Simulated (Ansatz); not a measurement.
Born–Oppenheimer molecular dynamics of F₃H₄N₂Ta (10 atoms, charge 0, multiplicity 1). It starts from a relaxed structure.

The calculation used RHF/def2-SVP in Ansatz 0.2.0.

```yaml
ensemble: NVT, Nosé–Hoover chain
time_step: 0.25 fs
steps_asked: 500
set_temperature: 200 K
thermostat: time constant 100 fs, chain length 3 (defaults)
seed: 16715
```

First frame:

```xyz
10
Properties=species:S:1:pos:R:3
Ta -0.001 -0.002 -0.035
N 1.969 0.031 0.020
H 2.509 0.037 0.867
H 2.553 0.132 -0.790
F -0.021 -0.052 1.856
F 0.082 0.159 -1.917
N -0.958 1.720 0.035
H -1.216 2.187 0.886
H -1.169 2.279 -0.772
F -0.942 -1.632 -0.151
```

Q: How far do the bonds stretch over the last three quarters of this one trajectory? (Pairs bonded in most of those frames.)

A: 
```
   bond  mean (Å)  spread (Å)  shortest  longest
 Ta1–N2     1.977       0.014      1.95     2.00
 Ta1–F5     1.893       0.016      1.87     1.93
 Ta1–F6     1.891       0.017      1.86     1.91
 Ta1–N7     1.969       0.029      1.93     2.02
Ta1–F10     1.888       0.014      1.87     1.91
  N2–H3     1.005       0.015      0.98     1.03
  N2–H4     1.005       0.013      0.98     1.03
  N7–H8     1.006       0.022      0.97     1.04
  N7–H9     1.006       0.019      0.97     1.04
```

Mean temperature of the second half: 123 K. The conserved energy stayed within 0.055 meV per atom of its start (net change 0.019 meV per atom), so the integration is sound. The mean temperature of the second half is 38 % below the set value. A run of 0.12 ps of so small a system gives no equilibrium averages.

The run took 15 min on 2 threads of Arm Neoverse V2 (shared host), peak memory 0.28 GiB.
